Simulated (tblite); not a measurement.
C₃H₇BF₅N.
Structure used (GFN2-xTB), in Å, numbered top down from 1:
```xyz
17
C3H7BF5N angstrom
B     -2.5675   -0.2552   -0.3508
N     -1.2339    0.5078    0.2846
C     -0.0182   -0.2469    0.0573
C      1.2057    0.4607    0.6463
F      1.3439    1.6979    0.1079
F      1.0459    0.6556    1.9790
C      2.5243   -0.3233    0.4195
F      3.5786    0.2949    0.9318
F      2.7385   -0.4953   -0.8861
F      2.4426   -1.5332    0.9759
H     -2.6234   -1.3067    0.2003
H     -2.3544   -0.3469   -1.5164
H     -3.4774    0.4616   -0.0924
H     -1.4190    0.6274    1.2769
H     -1.1924    1.4236   -0.1547
H      0.1222   -0.3760   -1.0196
H     -0.1226   -1.2340    0.5171
```

Calculated harmonic vibrations of the isolated species, GFN2-xTB (tblite), most abundant isotopes, no scaling. Against measured fundamentals such values can be off by several per cent, at times by over 20. Modes of hydrogen on boron can be 10 to 20 % off. One conformer, not necessarily the lowest.

Harmonic wavenumbers (cm⁻¹): 40.8, 64.9, 81.6, 94.0, 178.3, 196.3, 208.3, 256.7, 306.1, 316.8, 338.6, 402.4, 466.4, 531.0, 539.4, 609.4, 638.0, 669.6, 768.6, 864.4, 884.2, 954.4, 980.7, 1017.7, 1101.7, 1103.3, 1108.0, 1128.1, 1140.9, 1149.7, 1156.4, 1196.6, 1251.6, 1252.4, 1273.9, 1287.4, 1430.1, 1512.6, 2478.3, 2485.9, 2500.0, 2983.4, 2989.3, 3374.6, 3385.7.

A = 2233, B = 804.7, C = 757.0 MHz; mass 163.059 u (most abundant isotopes); point group Cs, symmetry number 1.

Problem. Zero-point energy?

Solution. Half the sum of the wavenumbers: 24349 cm⁻¹ = 69.62 kcal/mol.

Problem. Give the ideal-gas entropy at 298.15 K and 1 bar in the rigid-rotor, harmonic-oscillator model (classical rotation).

Solution. Translation 41.20, rotation 29.85, vibration 34.59: S = 105.6 cal/(mol K).

Problem. And Cp and H(298.15 K) − H(0)?

Solution. Cp = 41.81 cal/(mol K), of which vibrations give 33.86 (their classical limit is 45 R = 89.4); H(298.15 K) − H(0) = 7.70 kcal/mol without the zero-point energy, 5.33 from vibrations.

Problem. Blend soft modes into free rotors: weight 1/[1 + (100 cm⁻¹/ν̃)⁴] for the oscillator and the rest for a rotor with moment μB/(μ + B), μ = h/(8π²ν), B = 10⁻⁴⁴ kg m². What vibrational entropy results?

Solution. 31.39 cal/(mol K) in place of 34.59, which changes −T·S at 298.15 K by +0.95 kcal/mol.

Problem. What must be added to the electronic energy to get the Gibbs energy at 298.15 K and 1 bar?

Solution. ZPE + [H(298.15 K) − H(0)] − T·S = 69.62 + 7.70 − 31.50 = 45.82 kcal/mol.

Problem. How do the functions run with temperature in this model?

Solution. 
```csv
T (K),S (cal/(mol K)),Cp (cal/(mol K)),H − H(0) (kcal/mol),G − H(0) (kcal/mol),ln q(vib)
150,82.7,26.6,2.61,-9.79,3.82
250,98.7,37.0,5.80,-18.88,6.95
400,119.3,51.2,12.44,-35.26,11.43
600,142.8,64.6,24.12,-61.53,17.06
900,171.4,76.2,45.41,-108.82,24.67
```

q(vib) and H(0) count from the zero-point level.

Problem. Which modes carry the vibrational entropy at 298.15 K?

Solution. 40.8 cm⁻¹: 5.22; 64.9 cm⁻¹: 4.30; 81.6 cm⁻¹: 3.85; 94.0 cm⁻¹: 3.58; 178.3 cm⁻¹: 2.35; 196.3 cm⁻¹: 2.17 cal/(mol K); the other 39 give 13.12 together.

Hindered rotation and anharmonicity are outside this model. Other conformers, if any are populated, would add a mixing term that is left out.
